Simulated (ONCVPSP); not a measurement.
## Which change was made? (Co, ONCV)

cobalt, optimised norm-conserving Vanderbilt (ONCV), made with ONCVPSP 4.0.1 (PBEsol, fully relativistic). Core [Ne], reference 3s2 3p6 3d7 4s2. Waves: 3s+4s: rc 1.05 bohr, ncon 4, nbas 7, qcut 12.9 1/bohr, 2 projectors; 3p: rc 0.75 bohr, ncon 4, nbas 7, qcut 10 1/bohr, 2 projectors, debl 1.8 Ha; 3d: rc 1.40 bohr, ncon 3, nbas 8, qcut 13.6 1/bohr, 3 projectors, debl 2.9 Ha. Local part: polynomial inside 0.55 bohr (lpopt 5, dvloc0 0 Ha). Core correction: Teter function, fcfact 2, rcfact 1.5.

Open shells are filled in proportion to 2j + 1.

In the p channel the program set the typed energies aside and used -2.384, 0.250 Ha (j = l + 1/2; the other j can differ).

Cutoffs, loose and tight: the cutoffs (Ha) at which the residual kinetic energy of the hardest occupied pseudo-wave falls to 1 and 0.1 mHa per electron. They do not see the model core or the augmentation charge, which bear on the density cutoff. Test errors are all-electron minus pseudo excitation energies from the reference, over the configurations 3s2 3p6 3d7 4s1; 3s2 3p6 3d7 4s0; 3s2 3p6 3d6 4s0; 3s2 3p6 3d7.5 4s1.5; variants that change the core or the reference have their own tests.

The base gives: outcome: generated, projector energies reset by the program; cutoff, loose: 117 Ha; cutoff, tight: 242 Ha; bound ghosts: none; GHOST(+) flags above zero: s; largest test error (meV): +9.8.

(1) After one change the result is: outcome: generated; cutoff, loose: 117 Ha; cutoff, tight: 242 Ha; bound ghosts: none; GHOST(+) flags above zero: s; largest test error (meV): +10. Which change was it?
A. p: rc 0.88
B. scalar-relativistic
C. p: qcut 8.3
D. p: nproj 1

Answers

(1) D. The others give: p: rc 0.88 → outcome: generated, projector energies reset by the program; cutoff, loose: 61 Ha; cutoff, tight: 157 Ha; bound ghosts: none; GHOST(+) flags above zero: s; largest test error (meV): +10.0 | p: qcut 8.3 → outcome: generated, projector energies reset by the program; cutoff, loose: 139 Ha; cutoff, tight: 246 Ha; bound ghosts: none; GHOST(+) flags above zero: s; largest test error (meV): +9.9 | scalar-relativistic → outcome: generated, projector energies reset by the program; cutoff, loose: 116 Ha; cutoff, tight: 241 Ha; bound ghosts: none; GHOST(+) flags above zero: s; largest test error (meV): +4.8.
